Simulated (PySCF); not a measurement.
CdSe. Atoms are numbered in the order given.

```xyz
2

Cd     0.0000     0.0000    -0.9788
Se     0.0000     0.0000     1.3819
```

Geometry optimised at PBE0-D3(BJ)/def2-TZVP. The def2 effective core potentials stand for the cores of Cd; spin–orbit coupling is left out.

Calculation: PySCF with C-PCM-M06-2X/def2-TZVPD.

The values are the electrostatic part of the solvation free energy, E(continuum) − E(gas) at the gas-phase geometry, in a cavity of scaled van der Waals radii (PySCF's table); cavitation and dispersion terms are not included. A continuum can't describe solvent molecules that bind to the metal. In vacuum the orbital gap is 3.52 eV. The dipole moment in vacuum is 6.08 D.

Q: Estimate the values in water (ε = 78.36), acetonitrile (ε = 35.69), benzene (ε = 2.27). (The exact figures need the calculation; the answer reports its results.)

A: 
| solvent | ε | ΔG(elec) (kcal/mol) | dipole (D) | gap (eV) |
|---|---|---|---|---|
| water | 78.36 | -33.9 | 13.06 | 5.19 |
| acetonitrile | 35.69 | -33.0 | 12.89 | 5.15 |
| benzene | 2.27 | -14.4 | 9.15 | 4.18 |
